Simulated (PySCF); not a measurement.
CdFCl, SMILES [F][Cd][Cl].

Geometry optimised at B3LYP-D3(BJ)/def2-TZVP. The def2 effective core potentials stand for the cores of Cd; spin–orbit coupling is left out.

Two levels are set side by side: PBE/def2-TZVPD (PySCF) and CAM-B3LYP/def2-TZVPD (PySCF). Same geometry, gas phase. Differences are taken from unrounded values.

```
quantity                     CAM-B3LYP
---------------------------  ---------
orbital gap (eV)                  9.00
highest occupied level (eV)     -10.60
lowest empty level (eV)          -1.59
dipole moment (D)                 0.59
mean polarisability (bohr³)       41.3
```

Task: What does PBE give, and how far is it from CAM-B3LYP? (An estimate is asked for; the answer gives what the named calculation found.)

Result: 
```json
[
 {"quantity": "orbital gap (eV)", "PBE": "4.40", "PBE minus CAM-B3LYP": "-4.60"},
 {"quantity": "highest occupied level (eV)", "PBE": "-7.80", "PBE minus CAM-B3LYP": "2.80"},
 {"quantity": "lowest empty level (eV)", "PBE": "-3.39", "PBE minus CAM-B3LYP": "-1.80"},
 {"quantity": "dipole moment (D)", "PBE": "0.57", "PBE minus CAM-B3LYP": "-0.03"},
 {"quantity": "mean polarisability (bohr³)", "PBE": "44.9", "PBE minus CAM-B3LYP": "3.6"}
]
```

Without exact exchange PBE keeps part of each electron's self-repulsion, which lifts occupied levels and narrows the gap. PBE's more diffuse valence density responds more strongly to a field. Differences between two approximate levels are no errors against the true value.

Rough cost on one machine, each run with all the roots and properties that it gave: CAM-B3LYP against PBE within a factor of 2.
